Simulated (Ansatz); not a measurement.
## Ligand exchange: CH7ClSi2 + C2H4FI → CH7FSi2 + C2H4ClI

Species: CH7ClSi2 `[SiH3]C[SiH2]Cl`, singlet; C2H4FI `CC(F)I`, singlet; CH7FSi2 `F[SiH2]C[SiH3]`, singlet; C2H4ClI `CC(Cl)I`, singlet. The partners trade Cl for F: Si–Cl and C–F bonds give way to Si–F and C–Cl.

Shapes, held fixed at every level: PBE0-D4/def2-TZVP. Flexible molecules stand in one conformer, not always the lowest. Programs: Ansatz 0.2.0. Electronic energies: no zero-point or thermal term.

(1) Estimate ΔE of this reaction.

Results:

(1) The highest level, CCSD(T)/def2-TZVPP, gives ΔE = -47.0 kJ/mol; the levels span -55.3 to -34.8. The column of differences is taken from that level and isn't an error. No measured value is set beside it here. For atoms past krypton def2 sets carry core potentials with scalar relativity. Outer-core shells of I are correlated in most correlated rows, in sets that cover them unevenly.

```
               level                    kind  ΔE (kJ/mol)  less CCSD(T)/def2-TZVPP
r2SCAN-D4/def2-TZVPP                meta-GGA        -35.8                    +11.2
  PBE0-D4/def2-TZVPP           global hybrid        -34.8                    +12.2
  wB97M-V/def2-TZVPP  range-separated hybrid        -39.9                     +7.1
  wB97X-V/def2-TZVPP  range-separated hybrid        -38.4                     +8.6
      MP2/def2-TZVPP     perturbation theory        -55.3                     -8.3
     CCSD/def2-TZVPP   coupled cluster or CI        -46.3                     +0.7
  CCSD(T)/def2-TZVPP   coupled cluster or CI        -47.0                      0.0
```
